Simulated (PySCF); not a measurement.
## A small calculation by hand: chemical shift, span and skew from a shielding tensor

C3H6O3, SMILES COC(=O)OC. Atoms are numbered in the order given.

```xyz
12

C      2.3146     0.0000     0.0182
O      1.0776     0.0000     0.7051
C      0.0000     0.0000    -0.0709
O      0.0000     0.0000    -1.2732
O     -1.0776     0.0000     0.7051
C     -2.3146     0.0000     0.0182
H      2.4129     0.8924    -0.6176
H      3.0925     0.0000     0.7905
H      2.4129    -0.8924    -0.6176
H     -3.0925     0.0000     0.7905
H     -2.4129    -0.8924    -0.6176
H     -2.4129     0.8924    -0.6176
```
Charge 0, spin multiplicity 1.

Coordinates come from a PBE0-D3(BJ)/def2-SVP optimisation.

GIAO shieldings from HF/pcSseg-1 run with PySCF, non-relativistic, no solvent. The symmetric part of the tensor of C3 has the principal values -65.9, 70.9, 79.7 ppm. The same nucleus in TMS has σ = 192.6 ppm at this level (PySCF, at its B3LYP-D3(BJ)/def2-TZVP geometry).

Task: Work out the isotropic shielding, the ¹³C shift against TMS, the span and the skew.

Result: 
σ(iso) = (σ11 + σ22 + σ33)/3 = 28.2 ppm. δ = σ(ref) − σ(iso) = 192.6 − (28.2) = 164.4 ppm.
Span Ω = σ33 − σ11 = 145.6 ppm. Skew κ = 3(σ(iso) − σ22)/Ω = -0.88. Tumbling in solution averages the tensor to δ; in a static solid the shielding alone would spread this spin-1/2 line over Ω.
